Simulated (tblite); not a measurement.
C7H8O3P (charge -1).
Numbering: `[CH3:1][c:2]1[cH:3][cH:4][cH:5][cH:6][c:7]1[P@@:8](=[O:9])([O-:10])[OH:11]` (hydrogens: H12, H13, H14 on C1; H15 on C3; H16 on C4; H17 on C5; H18 on C6; H19 on O11)

Structure optimised with GFN2-xTB, isolated species.

Give the optimised bond lengths and angles.

```json
{"bond": "C1–C2", "length (Å)": "1.493"}
{"bond": "C2–C3", "length (Å)": "1.389"}
{"bond": "C3–C4", "length (Å)": "1.385"}
{"bond": "C4–C5", "length (Å)": "1.384"}
{"bond": "C5–C6", "length (Å)": "1.384"}
{"bond": "C6–C7", "length (Å)": "1.382"}
{"bond": "C7–P8", "length (Å)": "1.853"}
{"bond": "P8=O9, P8–O10", "length (Å)": "1.489"}
{"bond": "P8–O11", "length (Å)": "1.677"}
{"bond": "C2–C7", "length (Å)": "1.392"}
{"bond": "C1–H12, C1–H13, C1–H14", "length (Å)": "1.089"}
{"bond": "C3–H15", "length (Å)": "1.085"}
{"bond": "C4–H16", "length (Å)": "1.084"}
{"bond": "C5–H17", "length (Å)": "1.083"}
{"bond": "C6–H18", "length (Å)": "1.080"}
{"bond": "O11–H19", "length (Å)": "0.955"}
```

Bonds in one row agree within 0.01 Å and their mean is given. A selection of angles:
```json
{"angle": "C2–C1–H12", "degrees": "110.0"}
{"angle": "C2–C1–H13", "degrees": "111.5"}
{"angle": "H12–C1–H13", "degrees": "108.8"}
{"angle": "H12–C1–H14", "degrees": "107.2"}
{"angle": "C1–C2–C3", "degrees": "121.4"}
{"angle": "C1–C2–C7", "degrees": "119.7"}
{"angle": "C3–C2–C7", "degrees": "118.9"}
{"angle": "C2–C3–C4", "degrees": "121.0"}
{"angle": "C2–C3–H15", "degrees": "119.4"}
{"angle": "C4–C3–H15", "degrees": "119.5"}
{"angle": "C3–C4–C5", "degrees": "119.8"}
{"angle": "C3–C4–H16", "degrees": "119.9"}
{"angle": "C5–C4–H16", "degrees": "120.3"}
{"angle": "C4–C5–C6", "degrees": "119.4"}
{"angle": "C4–C5–H17", "degrees": "120.1"}
{"angle": "C6–C5–H17", "degrees": "120.5"}
{"angle": "C5–C6–C7", "degrees": "121.0"}
{"angle": "C5–C6–H18", "degrees": "121.3"}
{"angle": "C7–C6–H18", "degrees": "117.7"}
{"angle": "C6–C7–P8", "degrees": "117.6"}
{"angle": "C2–C7–C6", "degrees": "119.9"}
{"angle": "C2–C7–P8", "degrees": "122.4"}
{"angle": "C7–P8–O9", "degrees": "109.5"}
{"angle": "C7–P8–O11", "degrees": "99.6"}
{"angle": "O9–P8–O10", "degrees": "121.1"}
{"angle": "O9–P8–O11", "degrees": "108.6"}
{"angle": "O10–P8–O11", "degrees": "106.7"}
{"angle": "P8–O11–H19", "degrees": "102.2"}
```

Torsions: C6–C7–P8–O9 -124° (anticlinal); H19–O11–P8–C7 -95° (anticlinal).

C6 (aromatic CH carbon) is planar (angles 121.3°, 121.0° and 117.7°, sum 360.0°, 0.00 Å off the plane of its three neighbours). P8 (phosphoryl phosphorus) is distorted tetrahedral (angles from 99.6° to 121.1°). The C–C distances run from 1.382 Å (C6–C7, aromatic) to 1.493 Å (C1–C2, drawn single), a spread of 0.111 Å. C5 (aromatic CH carbon) is planar (angles 120.5°, 120.1° and 119.4°, sum 360.0°, 0.00 Å off the plane of its three neighbours). The O–P distances run from 1.487 Å (P8=O9, drawn double in one of several resonance forms) to 1.677 Å (P8–O11, drawn single), a spread of 0.190 Å. C4 (aromatic CH carbon) is planar (angles 120.3°, 119.9° and 119.8°, sum 360.0°, 0.00 Å off the plane of its three neighbours). C2 (substituted aromatic carbon) is planar (angles 121.4°, 119.7° and 118.9°, sum 360.0°, 0.00 Å off the plane of its three neighbours).

Point group: C1 (no symmetry element, even within 0.4 Å). Its GFN2-xTB frequencies are all real (lowest 56 cm⁻¹). Torsions: C6–C7–P8–O9 -124°, C7–P8–O11–H -95°. 2 starts were optimised and ended at 0.00 and 0.49 kcal/mol (GFN2-xTB); the lowest of these is shown.

One conformer stands for the species.

These are computed values.
